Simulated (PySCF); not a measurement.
Compound: C7H13NSi.
Numbering: `[CH2:1]=[C:2]1[CH2:3][CH2:4]/[C:5]1=[CH:6]\[CH2:7][SiH2:8][NH2:9]`

Structure used (PBE0-D3(BJ)/def2-SVP), in Å, numbered top down from 1:
```
atom  x, y, z in Å
C1    -2.3279    0.6426    1.7882
C2    -1.8479    0.3092    0.5862
C3    -2.3363    0.5242   -0.8381
C4    -1.0691   -0.2180   -1.3466
C5    -0.6477   -0.3974    0.1010
C6     0.4107   -0.9770    0.6891
C7     1.5540   -1.5811   -0.0516
Si8    2.9349   -0.2992   -0.2369
N9     2.2324    1.1225   -0.9401
H10   -3.2706    1.1868    1.8912
H11   -1.7941    0.3802    2.7056
H12   -3.2904    0.0285   -1.0739
H13   -2.4116    1.5796   -1.1432
H14   -0.3739    0.3858   -1.9493
H15   -1.2672   -1.1577   -1.8878
H16    0.4688   -0.9582    1.7842
H17    1.2518   -1.8959   -1.0637
H18    1.9624   -2.4605    0.4733
H19    3.5639   -0.1109    1.1166
H20    4.0091   -0.7733   -1.1636
H21    2.8453    1.8429   -1.3061
H22    1.4469    1.5406   -0.4505
```

Definitions: NICS(0) = −σiso at the ring centroid; NICS(1) = −σiso and NICS(1)zz = −σzz at ±1 Å along the ring normal z. Level: GIAO PBE0/pcSseg-1 (PySCF, non-relativistic, gas phase) on the PBE0-D3(BJ)/def2-SVP geometry, one conformer.

Ring bond lengths (Å), with Mayer bond orders in brackets: C2–C3 1.521 (1.04), C3–C4 1.554 (1.07), C4–C5 1.518 (1.07), C5–C2 1.475 (1.02).

Question: What do the NICS probes read (ppm)?

Answer: 
```tsv
ring	type	NICS(0)	NICS(1), two faces	NICS(1)zz, two faces	rms pucker (Å)	centre to ring atoms, mean (Å)
C2–C3–C4–C5	4-membered carbocycle; formal bonds all single	4.2	-1.1 / -1.1	1.5 / 1.8	0.00	1.07
```

Question: What do they say, and how far can they be read as aromaticity?

Answer: 
- C2–C3–C4–C5: mean NICS(1)zz 1.7 ppm, near zero. C3, C4 have four or more neighbours, and the NICS criterion for π rings isn't applied. NICS(0) lies 5 ppm above the mean NICS(1).

Question: At the second NICS(1) probe listed for ring C2–C3–C4–C5, 1 Å off the ring, what do the in-plane components average?

Answer: The isotropic value is a third of the trace: (3 × -1.1 − (1.8))/2 = -2.6 ppm.

Question: Give the inner angles of the rings and the Hirshfeld charges of the ring atoms.

Answer: 
- C2–C3–C4–C5: C2 91.2° (-0.005 e), C3 88.7° (-0.071 e), C4 88.3° (-0.074 e), C5 91.8° (-0.013 e); sum 360.0° against 360° for a flat convex ring.

Question: How do the values depend on the level or the medium?

Answer: 
```tsv
level	NICS(0), C2–C3–C4–C5	mean NICS(1)zz, C2–C3–C4–C5
PBE0/pcSseg-1, gas	4.2	1.7
wB97X-D/pcSseg-1, gas	4.2	1.6
PBE0/pcSseg-1, IEF-PCM acetonitrile	4.2	1.7
PBE0/pcSseg-1, IEF-PCM tetrahydrofuran	4.2	1.7
```

The geometry is the same throughout; the continuum's cavity takes Bondi-type radii × 1.2.
